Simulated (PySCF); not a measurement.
A GIAO shielding run with PySCF (density fitting, non-relativistic, gas phase) on `C=CCOCS[SiH3]`, C4H10OSSi:

```
$ OMP_NUM_THREADS=1 python probes_run.py task.json out

{"job": {"kind": "nmr", "xc": "PBE0", "basis": "pcSseg-1"}, "charge": 0, "multiplicity": 1}
C     -3.006676     0.216607     0.687426
C     -1.724288    -0.073224     0.585366
C     -0.930986     0.059720    -0.676542
O      0.332376     0.612669    -0.361174
C      1.195373     0.737890    -1.449423
S      2.820585     1.147773    -0.776575
Si     2.421566     0.284062     1.160044
H     -3.544664     0.089190     1.610450
H     -3.575055     0.584012    -0.151369
H     -1.155118    -0.434873     1.429967
H     -0.788870    -0.935200    -1.134595
H     -1.450757     0.698586    -1.404384
H      1.272629    -0.205359    -2.010202
H      0.882356     1.536769    -2.133600
H      1.506359     1.128740     1.907362
H      3.757591     0.305599     1.741419
H      1.980580    -1.091469     0.965920
```

Hardware: 1 thread of an Arm Neoverse V1, shared host. The job also computes population analyses, field gradients.

(1) How large is the calculation?

(2) How long does it take, and how much memory does it need?

## Answers

(1) 72 electrons, 183 basis functions and 995 auxiliary functions.

(2) 32 s of wall time, with 14 SCF cycles and 5 response iterations; peak memory 0.88 GiB. Times on a shared host scatter by some tens of per cent.
